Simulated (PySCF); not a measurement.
H₃ClF₂Si₂, singlet, at a GFN2-xTB geometry. Base run: PBE0/6-31G (PySCF).

Here is a job for PySCF.
```python
from pyscf import gto, scf, dft, solvent

mol = gto.M(
    atom='''
F    -0.66522572    1.53845882    0.64725981
Si   -0.17996055    0.07605080    0.19722320
F    -0.76899661   -0.75482078    1.43786964
Si    2.10956393   -0.05213909    0.12488385
Cl   -1.29238531   -0.42036547   -1.38858769
H     2.53948051   -1.42892346   -0.13396234
H     2.63967786    0.80764765   -0.93672462
H     2.68494563    0.37998273    1.40101369
''',
    basis='6-31g',
    verbose=3,
)

mf = dft.RKS(mol)
mf.xc = 'pbe0'
mf.kernel()
```

The base run was repeated with changes; each row names its change, and settings that it needs were set with it.

```
change                                                     ΔE vs base (kcal/mol)  dipole (D)  HOMO-LUMO gap (eV)
---------------------------------------------------------  ---------------------  ----------  ------------------
base                                                                       0.000        3.73                8.99
model = IEF-PCM; solvent = 2-propanol; vdw_scale = 1.0                    -11.17        4.57                9.17
model = C-PCM; solvent = 2-propanol                                            ?           ?                9.12
model = IEF-PCM; solvent = 2-propanol; vdw_scale = 1.4                         ?           ?                   ?
model = IEF-PCM; solvent = 2-propanol                                      -5.01        4.40                9.12
model = IEF-PCM; solvent = 2-propanol; r_probe = 0.5                       -2.29        4.18                9.07
model = COSMO; solvent = 2-propanol                                        -4.99        4.39                9.12
model = IEF-PCM; solvent = acetonitrile                                    -5.21        4.42                9.12
model = IEF-PCM; solvent = methanol                                        -5.19        4.42                9.12
model = ddCOSMO; solvent = 2-propanol                                      -5.90        4.35                9.12
model = IEF-PCM; solvent = 2-propanol; lebedev_order = 41                  -5.02        4.40                9.12
model = IEF-PCM; solvent = n-hexane                                            ?           ?                   ?
```

Q: Complete the blanks.

A: 
- model = C-PCM; solvent = 2-propanol, ΔE vs base (kcal/mol): -5.13
- model = C-PCM; solvent = 2-propanol, dipole (D): 4.41
- model = IEF-PCM; solvent = 2-propanol; vdw_scale = 1.4, ΔE vs base (kcal/mol): -2.77
- model = IEF-PCM; solvent = 2-propanol; vdw_scale = 1.4, dipole (D): 4.23
- model = IEF-PCM; solvent = 2-propanol; vdw_scale = 1.4, HOMO-LUMO gap (eV): 9.08
- model = IEF-PCM; solvent = n-hexane, ΔE vs base (kcal/mol): -1.97
- model = IEF-PCM; solvent = n-hexane, dipole (D): 4.00
- model = IEF-PCM; solvent = n-hexane, HOMO-LUMO gap (eV): 9.05

The base is the gas phase, so ΔE is the electrostatic part of solvation at a fixed geometry, without cavity and dispersion terms.
